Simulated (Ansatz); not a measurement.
`COBS` → `BS` + `C=O` at 500 K and 1 bar (β-hydride elimination).

Isolated molecules relaxed with PBE0-D4/def2-TZVP in Ansatz; ΔE leaves out vibrations. CCSD(T)/CBS adds triple-zeta CCSD(T) − MP2 to the extrapolated MP2 energy (def2 sets, frozen cores). This one scheme is used for every species. One conformer a species, not always the lowest.

```csv
species,CCSD(T)/CBS energy (Eh),H − E (kJ/mol),S (J/(mol·K))
`COBS`,-538.86373,209.4,360.8
`BS`,-424.38198,102.0,273.9
`C=O`,-114.39408,87.9,238.5
```

H − E and S are ideal-gas, rigid-rotor, harmonic terms from PBE0-D4/def2-TZVP, for one conformer and one mirror image of each species. 1 Eh = 2625.50 kJ/mol, R = 8.31446 J/(mol·K).

Q: By hand: ΔE, ΔH, ΔS and ΔG.

A: ΔE = (-424.38198) + (-114.39408) − (-538.86373) = 0.08767 Eh = 230.2 kJ/mol. Δ(H − E) = 102.0 + 87.9 − 209.4 = -19.5, so ΔH = 210.7 kJ/mol. ΔS = 273.9 + 238.5 − 360.8 = 151.6 J/(mol·K). ΔG = 210.7 − 500 × (151.6)/1000 = 134.9 kJ/mol.

Q: By hand: the equilibrium constant, and the temperature at which ΔG would vanish if ΔH and ΔS stayed fixed.

A: log₁₀ K = −ΔG/(RT ln 10) = -14.1. ΔG = 0 at ΔH/ΔS = 1390 K.

The number of gas molecules changes by +1, which sets the sign of ΔS. A doubt of 5 kJ/mol in ΔE shifts log₁₀ K by 0.5 here. Other conformers and mirror images would add mixing entropy, several J/(mol·K) or more a flexible species. These are equilibria of isolated gas molecules and say nothing of rates. Largest T1 diagnostic: 0.015 (customary marks: 0.02 for closed shells, 0.045 for open ones).
